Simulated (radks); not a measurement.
The numbers below are computed, except where a source is named.
Problem. These are the eigenvalues of the occupied orbitals of an atom or ion with whole-number occupations (eV). Code: a radial shooting solver on a logarithmic mesh with Libxc functionals. Model: Dirac Kohn-Sham, relativistic LDA (MacDonald-Vosko exchange, VWN5 correlation), spin-unpolarised, spherical densities, finite nucleus; Fermi nuclear charge, rms radius of each element as measured or else 0.836 A^(1/3) + 0.57 fm.

1s1/2: -8323.233
2s1/2: -1134.478
2p1/2: -1011.278
2p3/2: -993.9265
3s1/2: -251.6425
3p1/2: -213.0332
3p3/2: -210.4168
3d3/2: -146.5251

Which element is it, and in what charge state? The configuration may be excited. Open shells, if any, fill j = l - 1/2 first.

Solution. Z = 28, nickel, charge +7: Ni7+ in [Ar] 3d3. The list shows which subshells hold electrons but not how many an open one holds; the 1s level, -305.87 hartree, gives Z - s = 24.7 by -(Z - s)^2/2, which with screening and relativity narrows Z to a few neighbours, and the depths of the outer levels then fix element, charge and occupations together.
